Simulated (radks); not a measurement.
Results of a calculation; reference values are marked as such.
Valence configurations of Cd II (all share [Kr]). Level of theory: scalar-relativistic Kohn-Sham, LDA (Slater exchange, Perdew-Wang correlation), spin-polarised, spherical densities, finite nucleus; open shells are filled with parallel spins first (spin-orbit coupling, left out, can overturn this in heavy ions); Fermi nuclear charge, rms radius 4.6087 fm (a radial shooting solver on a logarithmic mesh with Libxc functionals). Energies are relative to 4d10 5s1; eigenvalues in eV for spin up.

[
 {"valence": "4d10 5s1", "E (eV)": "0.000", "moment (Bohr magnetons)": "1", "e(4d)": "-20.825", "e(5p)": "-", "e(5s)": "-13.801"},
 {"valence": "4d9.5 5s1.5", "E (eV)": "4.037", "moment (Bohr magnetons)": "1", "e(4d)": "-22.936", "e(5p)": "-", "e(5s)": "-14.436"},
 {"valence": "4d10 5p1", "E (eV)": "5.917", "moment (Bohr magnetons)": "1", "e(4d)": "-22.310", "e(5p)": "-8.794", "e(5s)": "-"},
 {"valence": "4d9.5 5s1 5p0.5", "E (eV)": "6.691", "moment (Bohr magnetons)": "2", "e(4d)": "-23.711", "e(5p)": "-8.976", "e(5s)": "-15.198"},
 {"valence": "4d9 5s2", "E (eV)": "8.558", "moment (Bohr magnetons)": "1", "e(4d)": "-25.091", "e(5p)": "-", "e(5s)": "-15.056"},
 {"valence": "4d9.5 5p1.5", "E (eV)": "12.975", "moment (Bohr magnetons)": "2", "e(4d)": "-25.119", "e(5p)": "-9.726", "e(5s)": "-"},
 {"valence": "4d9 5s1 5p1", "E (eV)": "14.118", "moment (Bohr magnetons)": "3", "e(4d)": "-26.584", "e(5p)": "-9.911", "e(5s)": "-16.501"},
 {"valence": "4d9 5p2", "E (eV)": "20.776", "moment (Bohr magnetons)": "3", "e(4d)": "-27.925", "e(5p)": "-10.592", "e(5s)": "-"},
 {"valence": "4d8 5s1 5p2", "E (eV)": "31.263", "moment (Bohr magnetons)": "5", "e(4d)": "-32.316", "e(5p)": "-11.602", "e(5s)": "-18.921"},
 {"valence": "4d8 5p3", "E (eV)": "38.649", "moment (Bohr magnetons)": "5", "e(4d)": "-33.552", "e(5p)": "-12.200", "e(5s)": "-"}
]

NIST lists [Kr] 4d10 5s1 as the ground configuration; this level of theory agrees among the configurations tried. The energies are those of spherical high-spin densities, not of single terms.
